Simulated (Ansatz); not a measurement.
The same hydrogenolysis along the group B, Al, In.

Gas-phase electronic energies from Ansatz, PBE0-D4/def2-TZVP geometries. CCSD(T)/CBS adds triple-zeta CCSD(T) − MP2 to the extrapolated MP2 energy (def2 sets, frozen cores). This one scheme is used for every species. def2 core potentials past Kr. For In outer-core shells are correlated without core-valence functions, which leaves a few kJ/mol of doubt a bond. One conformer a species, not always the lowest.

**Question.** Order these by ΔE at CCSD(T)/CBS, lowest first. (An estimate is asked.)
A. `C[CH2][Al]([OH])[SH]` + H₂ → `C[CH2][AlH][OH]` + H₂S
B. `CCB(O)S` + H₂ → `CCBO` + H₂S
C. `C[CH2][In]([OH])[SH]` + H₂ → `C[CH2][InH][OH]` + H₂S

**Answer.** B (+56.0 kJ/mol), C (+83.2 kJ/mol), A (+103.1 kJ/mol).

Largest T1 diagnostic: 0.014, for `C[CH2][InH][OH]`.
